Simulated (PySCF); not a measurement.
An excited-state job on `[Si@](C)(Br)(F)C(C)=C`.

Computed with TDDFT CAM-B3LYP/def2-SVPD, vertical, gas phase, core orbitals frozen in the response (PySCF 2.14.0, density-fitted response routines). Geometry: GFN2-xTB. A driver script takes a list of jobs; this job's settings line and coordinates (Å) are shown.

Command:
```bash
OMP_NUM_THREADS=1 python probes_run.py task.json out
```

Input:
```
{"job": {"kind": "uv", "xc": "CAM-B3LYP", "basis": "def2-SVPD", "nstates": 8, "ntriplets": 3}, "charge": 0, "multiplicity": 1}
C     -1.671071     1.284327    -0.192893
C     -0.905932     0.252478     0.139303
C     -1.453462    -1.141333     0.222925
Si     0.928471     0.424972     0.521250
C      2.113437    -0.396975    -0.696379
F      1.197185    -0.222563     1.976998
Br     1.469318     2.557651     0.777710
H     -2.721420     1.163478    -0.407853
H     -1.291238     2.290494    -0.259829
H     -2.528934    -1.147898     0.060530
H     -0.983456    -1.778098    -0.526653
H     -1.242211    -1.571858     1.200930
H      3.146223    -0.156763    -0.455881
H      2.010557    -1.477935    -0.665904
H      1.928119    -0.071988    -1.716166
```

What does the run print?

```
coarse grid: 59544 points
cycle   1  E = -3120.2027772276  dE = -3.911e-01  |g| = 6.038e-01  |ddm| = 5.963e+00
cycle   2  E = -3120.1927084928  dE =  1.007e-02  |g| = 7.188e-01  |ddm| = 1.835e+00
cycle   3  E = -3120.2791155859  dE = -8.641e-02  |g| = 8.206e-02  |ddm| = 7.576e-01
cycle   4  E = -3120.2803212677  dE = -1.206e-03  |g| = 2.623e-02  |ddm| = 1.559e-01
cycle   5  E = -3120.2804934854  dE = -1.722e-04  |g| = 5.239e-03  |ddm| = 5.578e-02
cycle   6  E = -3120.2804993535  dE = -5.868e-06  |g| = 1.104e-03  |ddm| = 1.249e-02
final grid: 124416 points
cycle   7  E = -3120.2804534615  dE =  4.201e-08  |g| = 1.350e-03  |ddm| = 7.026e-03
cycle   8  E = -3120.2804531263  dE =  3.352e-07  |g| = 1.807e-03  |ddm| = 4.489e-03
cycle   9  E = -3120.2804539175  dE = -7.912e-07  |g| = 5.029e-05  |ddm| = 2.521e-03
cycle  10  E = -3120.2804539183  dE = -7.303e-10  |g| = 2.184e-05  |ddm| = 1.341e-04
converged SCF energy = -3120.2804539183

Static polarisability (au): isotropic 92.497, principal 74.834 99.181 103.476

Singlet excitations
state   eV       nm        f      main configurations
  1   6.7576    183.5   0.00261   H-1->L 0.58, H-3->L 0.36
  2   6.9787    177.7   0.27239   H->L 0.93
  3   7.3877    167.8   0.01736   H-1->L+2 0.24, H-1->L+1 0.22, H->L+1 0.19
  4   7.4937    165.5   0.02818   H-2->L 0.23, H-2->L+2 0.17, H-2->L+1 0.15
  5   7.5769    163.6   0.01769   H->L+1 0.39, H->L+2 0.33, H->L+3 0.09
  6   7.6446    162.2   0.02280   H-3->L 0.37, H-1->L 0.25, H-1->L+2 0.09
  7   7.6731    161.6   0.01200   H-2->L 0.42, H->L+2 0.25
  8   7.8095    158.8   0.03520   H-2->L 0.23, H-2->L+1 0.22, H-2->L+2 0.20

Triplet excitations (Tamm-Dancoff, eV): 4.2348 6.2538 6.9718
```

The SCF starts on a coarse grid where the log names one; the energy can jump when the final grid takes over, and dE then counts from the start density on the new grid. H and L stand for HOMO and LUMO; the number after each pair is its weight.

Give the mean polarisability as a volume in Å³, and the ratio of the largest to the smallest principal value.

92.497 au × 0.148185 = 13.71 Å³; 103.476/74.834 = 1.38.

Which computed singlet has the largest oscillator strength, and what do all of them sum to?

State 2 at 6.98 eV (178 nm), f = 0.272; the 8 states sum to 0.408.

In short: HOMO -9.27 eV, LUMO 0.52 eV; lowest singlet 6.76 eV; lowest triplet 4.23 eV (Tamm–Dancoff); mean polarisability 92.5 au.

 Relativistic effects, spin–orbit coupling among them, are left out although an element past zinc is present.

The run took 2.1 min (grids of density and orbitals included) on one thread, Arm Neoverse N1 (aarch64) (shared host), and the process peaked at 1.0 GiB of memory.

One conformer stands for the species.
Labels such as C1 count atoms from 1, the log's own numbers from 0.
